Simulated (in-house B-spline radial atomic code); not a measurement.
Results of a calculation; reference values are marked as such.
Correlation energy from the adiabatic connection: ω²r²/2, ω = 0.921

Two electrons in a singlet, external potential ω²r²/2, ω = 0.921 (atomic units). Full CI in B-splines (partial waves to l = 8, correlation up to 0.6 % small) with the density held fixed gives W(λ) = <V_ee>_λ − U, and E_c is the integral of W(λ) − W(0) from 0 to 1.

```tsv
λ	W(λ) − W(0) (hartree)
0	0.00000
0.02	-0.00200
0.05	-0.00495
0.12	-0.01160
0.25	-0.02318
0.4	-0.03540
0.6	-0.04999
0.8	-0.06292
1	-0.07444
```

(1) Integrate the table by the trapezoid rule.

(2) Now use only three numbers: W(0) = -0.71476, the initial slope W'(0) = -0.1006 (extrapolated from the first points) and the strong-coupling limit of the point-charge-plus-continuum model, W∞ = -0.975. What do second-order theory and the interpolation W(λ) = W∞ + (W(0) − W∞)/√(1 + 2χλ) of Seidl, Perdew and Levy give?

Results:

(1) The strips give -0.00002, -0.00010, -0.00058, -0.00226, -0.00439, -0.00854, -0.01129, -0.01374, which sum to -0.04092 hartree. The direct value, W(1) − W(0) + T_c with T_c = 0.03341, is -0.04103; the curve is convex, so chords lie above it and the trapezoids fall short in size by 0.26 %.

(2) Second order keeps the slope alone: E_c = W'(0)/2 = -0.05030, +23 % in size against -0.04103. Matching the slope fixes χ = W'(0)/(W∞ − W(0)) = -0.1006/(-0.26024) = 0.38657. Integrating, with s = √(1 + 2χ) = 1.331590, E_c = −(W(0) − W∞)(s − 1)/(s + 1) = −0.26024 × 0.331590/2.331590 = -0.03701 hartree, -9.8 % in size against the full result. At λ = 1 the formula gives W − W(0) = -0.06480 against -0.07444. Part of the miss can come from the model's W∞.
